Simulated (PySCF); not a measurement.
F3Sc, SMILES [F][Sc-]([F])[F] (connectivity only; charge and spin as stated), charge -1, multiplicity 2. Atoms are numbered in the order given.

```xyz
4

Sc     0.0000     0.0000     0.0000
F      1.9181     0.0000     0.0000
F     -0.9591     1.6611     0.0000
F     -0.9591    -1.6611     0.0000
```
Charge -1, spin multiplicity 2.

Geometry: PBE-D3(BJ)/def2-SVPD. The geometry has at least one imaginary mode, so it is a saddle point at that level. The multiplicity is an assumed one; other spin states were not compared.

Computed with PBE-D3(BJ)/def2-SVPD run with PySCF.

Frequencies are harmonic and unscaled.

Modes within 1.5 cm⁻¹ of each other (mostly degenerate sets) share a row, with their intensities summed.

Computed harmonic wavenumbers and intensities:
```csv
mode,ν (cm⁻¹),IR (km/mol),moving atoms (share of kinetic energy)
1,100i,60.4,"Sc 56 %, F 44 %"
2–3,140,1.9,"F 86 %, Sc 14 %"
4,499,0.0,F 100 %
5–6,597,254.3,"F 58 %, Sc 42 %"
```
